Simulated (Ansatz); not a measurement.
Basis-set extrapolation for `O[SiH]1NCS1` (PBE0-D4/def2-TZVP geometry, frozen core, Ansatz 0.2.0). Multiplicity 1, RHF reference.

```json
{"": "HF", "def2-TZVPP": "-856.742413", "def2-QZVPP": "-856.771167"}
{"": "MP2 correlation", "def2-TZVPP": "-0.905030", "def2-QZVPP": "-0.975919"}
{"": "CCSD(T) correlation", "def2-TZVPP": "-0.981228", "def2-QZVPP": "not run"}
```

Energies in hartree. Use E(X) = E(∞) + A·exp(−7.88·√X) for Hartree–Fock and E(X) = E(∞) + B·X^(−2.97) for correlation, with X = 3 and 4, and add CCSD(T) minus MP2 of the smaller set to the MP2 limit.

Q: What is the CCSD(T) energy at the basis-set limit?

A: HF limit: -856.771167 + (-0.028754) × 0.13774 = -856.77513. MP2 limit: -0.975919 + (-0.070889) × 0.74074 = -1.02843. Higher-order term: -0.981228 − (-0.905030) = -0.07620. Total: -857.87976 hartree, 409.9 kJ/mol below CCSD(T)/def2-TZVPP.
